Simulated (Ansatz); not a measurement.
Reaction (formal exchange of groups at a B–C bond): `FCB1N[SiH2]1` + CH₄ → `CB1N[SiH2]1` + `CF`

Gas-phase electronic energies from Ansatz, PBE0-D4/def2-TZVP geometries. CCSD(T)/CBS is the MP2 limit (def2-TZVPP, def2-QZVPP) plus CCSD(T) − MP2 in def2-TZVPP, frozen cores. This one scheme is used for every species. Functionals use def2-TZVPP. B3LYP here is the variant with VWN-RPA as its local correlation; programs differ in this. Each species was taken in one conformer, which may not be the lowest.

```
             level  ΔE (kcal/mol)  difference from CCSD(T)/CBS
            PBE-D4           -1.0                          0.8
         r2SCAN-D4           -1.2                          0.6
           ωB97X-V           -1.2                          0.6
            B2PLYP           -1.4                          0.4
               PBE           -1.1                          0.7
            r2SCAN           -1.2                          0.6
             B3LYP           -1.1                          0.7
    MP2/def2-TZVPP           -2.1                         -0.3
SCS-MP2/def2-TZVPP           -2.0                         -0.2
   CCSD/def2-TZVPP           -1.8                          0.0
CCSD(T)/def2-TZVPP           -1.8                          0.0
    MP2/def2-QZVPP           -2.2                         -0.4
SCS-MP2/def2-QZVPP           -2.1                         -0.3
      HF/CBS(def2)           -2.3                         -0.5
     MP2/CBS(def2)           -2.1                         -0.3
    CCSD/CBS(def2)           -1.9                         -0.1
       CCSD(T)/CBS           -1.8                            0
```

Largest T1 diagnostic among the species: 0.013.
